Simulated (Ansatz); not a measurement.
Consider the ligand exchange at the In–C bond: `[CH3][In]([F])[F]` + CH₃NH₂ → `C[NH][In]([F])[F]` + CH₄.

Isolated molecules relaxed with PBE0-D4/def2-TZVP in Ansatz; ΔE leaves out vibrations. CCSD(T)/CBS is the MP2 limit (def2-TZVPP, def2-QZVPP) plus CCSD(T) − MP2 in def2-TZVPP, frozen cores. This one scheme is used for every species. DFT in def2-TZVPP. B3LYP here is the variant with VWN-RPA as its local correlation; programs differ in this. HSE06 is defined as in plane-wave codes. def2 core potentials past Kr. For In outer-core shells are correlated without core-valence functions, which leaves a few kJ/mol of doubt a bond. One conformer a species, not always the lowest.

Task: Is it downhill or uphill in electronic energy at CCSD(T)/CBS, and by how much? (An estimate is asked.)

Result: Ansatz gave: Downhill: ΔE = -2.1 kcal/mol.

Task: What do these levels give: LDA (SPW92), revPBE-D4, r2SCAN-D4, r2SCAN0-D4, HSE06-D4, CAM-B3LYP-D4, ωB97X-V, ωB97M-V, B3LYP, SCS-MP2/def2-TZVPP, CCSD/def2-TZVPP, HF/def2-QZVPP? (An estimate is asked.)

Result: Ansatz gave: LDA (SPW92) -0.3, revPBE-D4 -1.2, r2SCAN-D4 -1.4, r2SCAN0-D4 -0.6, HSE06-D4 -0.3, CAM-B3LYP-D4 -1.5, ωB97X-V -1.4, ωB97M-V -0.7, B3LYP -0.7, SCS-MP2/def2-TZVPP -2.1, CCSD/def2-TZVPP -1.3, HF/def2-QZVPP -1.4 kcal/mol.

Largest T1 diagnostic among the species: 0.016.

At CCSD(T), def2-SVP lies −2.0 kcal/mol from the extrapolated value and def2-TZVPP +0.4 kcal/mol. The D4 term adds −0.8 kcal/mol with B3LYP and −0.5 kcal/mol with PBE0; it sums over pairs of atoms, weighted by their polarisabilities, and B3LYP, whose exchange is more repulsive, gets the larger term.
